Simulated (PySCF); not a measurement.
Mapped SMILES: `[CH:1]#[C:2][Si:3]([SiH3:4])([SiH3:5])[C:6](=[CH2:7])[CH3:8]`; H(Xn) means a hydrogen on atom n. Ha(C7) is cis to Si3; Hb(C7) is trans to Si3.

[PySCF 2.14: coordinates at the GFN2-xTB level; NMR shieldings at PBE0/pcSseg-1/GIAO; relativity neglected; averaged over atoms made equivalent by symmetry, fast rotation or ring inversion; isolated molecule; single conformer]

List the cross peaks expected in HSQC, COSY and HMBC spectra.

Results:



HSQC (one-bond C–H):
```
           δH          δC
6.01 (Hb(C7))  134.7 (C7)
5.50 (Ha(C7))  134.7 (C7)
 2.23 (H(C8))   28.2 (C8)
 2.14 (H(C1))  107.6 (C1)
```

COSY cross peaks (H two or three bonds apart, from the bond graph; peaks can be absent where the dihedral angle is near 90°):
```
           δH             δH
6.01 (Hb(C7))  5.50 (Ha(C7))
```

HMBC (two and three bonds, from the bond graph):
```
                  δH                      δC
       6.01 (Hb(C7))   153.5 (C6), 28.2 (C8)
       5.50 (Ha(C7))   153.5 (C6), 28.2 (C8)
3.60 (H(Si4)/H(Si5))   153.5 (C6), 88.6 (C2)
        2.23 (H(C8))  153.5 (C6), 134.7 (C7)
        2.14 (H(C1))               88.6 (C2)
```

Chemical shifts δ = σref − σ; TMS for ¹H (σ = 31.72 ppm), ¹³C (σ = 186.93 ppm), all at this level.

Short H···H contacts in this conformer between protons four or more bonds apart (candidates for NOE cross peaks, intensity ∝ r⁻⁶): Hb(C7)···H(C8) 2.38 Å.

Shifts are as computed. Against solution values, carbons near 30 ppm lie about +3 ppm off and those near 130 ppm about +5 ppm. Of 1309 compounds with measured shifts, 239 miss one by over three times the rms of a fit or turn the order of signals round; such compounds aren't used in these exercises.
